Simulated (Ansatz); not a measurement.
```yaml
crystal:
  periodic: [false, false, false]
  atoms:
    - {symbol: C, position_ang: [-1.196200, 0.372864, 2.554490]}
    - {symbol: O, position_ang: [-1.072877, 0.041965, 1.198971]}
    - {symbol: Mo, position_ang: [0.372798, -0.124302, 0.096947]}
    - {symbol: O, position_ang: [0.232582, -1.835147, -0.697277]}
    - {symbol: O, position_ang: [0.975575, 1.483618, 0.882028]}
    - {symbol: F, position_ang: [1.219987, -1.133038, 1.455107]}
    - {symbol: Cl, position_ang: [2.522084, 0.016300, -0.956366]}
    - {symbol: O, position_ang: [-0.409769, 0.447035, -1.437897]}
    - {symbol: C, position_ang: [-0.424191, 0.101865, -2.790592]}
    - {symbol: H, position_ang: [-0.704012, -0.396059, 3.157671]}
    - {symbol: H, position_ang: [-0.706852, 1.336519, 2.729258]}
    - {symbol: H, position_ang: [-2.256301, 0.431835, 2.805844]}
    - {symbol: H, position_ang: [0.813757, -2.520012, -0.350781]}
    - {symbol: H, position_ang: [1.894756, 1.735622, 0.747319]}
    - {symbol: H, position_ang: [-0.484450, -0.987084, -2.877733]}
    - {symbol: H, position_ang: [-1.282978, 0.576598, -3.268252]}
    - {symbol: H, position_ang: [0.506081, 0.451431, -3.248746]}
basis:
  gaussian: {orbitals: def2-mTZVPP}
hamiltonian: {xc: {name: HF}}
correlation: {active_space: {window: {electrons: 3, orbitals: 2}}}
output: {forces: true}
```

```sh
$ ansatz run in.yaml --threads 4 --pin off --events-out ev --progress --plain --max-ram 66560MiB --backend cpu
```

Task: How does Ansatz answer? (Estimate.)

Result: The calculation gave: The run stopped with an error.
```
Functional definition: HF
2432 factors; integrals over basis functions are off by at most 1.2e-3 eV
mean field evaluation 1: about -27375.1626 eV, gradient 8.8e1 eV
mean field evaluation 2: about -27375.2209 eV, gradient 8.8e1 eV
mean field evaluation 4: about -27388.4711 eV, gradient 1.3e1 eV
mean field evaluation 8: about -27388.8428 eV, gradient 5.6e-1 eV
mean field evaluation 16: about -27388.8450 eV, gradient 8.1e-7 eV
mean field -27388.84501147 eV, -1006.5214893456 hartree, gradient 8.1e-7 eV, S^2 0.000000; 0 other end points of the search recorded, 0 dependent functions left out
reference -27388.84501147 eV, -1006.5214893456 hartree; 46, 46 occupied and 212, 212 virtual orbitals, 2432 factors
Error: 3 electrons in 2 orbitals form no window around the highest filled level of the reference
```
